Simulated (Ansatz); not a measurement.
Ideal-gas functions of C₂H₃ClFGeN (`[CH3][Ge]([F])([Cl])[C]#N`) at 600 K and 1 bar, from an Ansatz frequency run at PBE0-D4/def2-TZVP.

Molar mass 168.11 g/mol, point group C1 (symmetry number 1), electronic degeneracy 1, moments of inertia 219.842, 298.823, 363.354 u Å². Harmonic wavenumbers (cm⁻¹, unscaled): 100, 108, 117, 157, 200, 201, 342, 345, 442, 495, 640, 727, 824, 827, 1276, 1443, 1445, 2340, 3074, 3175, 3178.

Use S(trans) = R[1.5 ln M + 2.5 ln T − 1.1517]; rotational temperatures θ = 24.2544 K / I; S(rot) = R[ln(√π/σ · √(T³/θAθBθC)) + 1.5]; for each mode x = 1.438777 ν̃/T, S = R[x/(eˣ − 1) − ln(1 − e⁻ˣ)] and H = RT x/(eˣ − 1); 1 cm⁻¹ = 0.0119627 kJ/mol; R = 8.31446 J/(mol·K).

Task: By hand: the entropy, in J/(mol·K).

Result: Translation 187.3. Rotation: θ = 0.1103, 0.0812, 0.0668 K, giving 127.9. Vibration, mode by mode: 20.21, 19.57, 18.91, 16.49, 14.50, 14.46, 10.19, 10.12, 8.21, 7.36, 5.52, 4.67, 3.88, 3.86, 1.65, 1.20, 1.19, 0.20, 0.04, 0.04, 0.04, in all 162.3. Electronic 0.0. Sum 477.5 J/(mol·K).

Task: By hand: H − E and G − E in kJ/mol, counted from the electronic energy.

Result: Zero-point energy ½ × 21456 × 0.0119627 = 128.3; thermal vibration 46.0; translation, rotation and pV give 4 RT = 20.0. H − E = 194.3 kJ/mol, and G − E = 194.3 − 600 × 477.5/1000 = -92.2 kJ/mol.

Vibration gives 34 % of the entropy, 58.7 J/(mol·K) of it from the modes under 150 cm⁻¹: soft modes count most, and the harmonic formula is weakest for them. The sum counts one conformer and one mirror image; others add a mixing term.
